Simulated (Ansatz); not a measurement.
Results of the Gaussian-basis code of Ansatz.

A structure relaxed at PBE0-D4/def2-TZVP, charge 0, multiplicity 1:

Cartesian coordinates in Å:
```
I -0.7289 -1.8826 -1.3271
Zn -0.0001 0.0001 0.0000
I 0.7290 1.8826 1.3271
```

Give its formula and SMILES.

I2Zn, `[I][Zn][I]`.

Point group (tolerance 0.08 Å, 0.16 Å for H)?

D∞h.

Summarise the bond lengths by kind.

2 × I–Zn 2.416 Å.
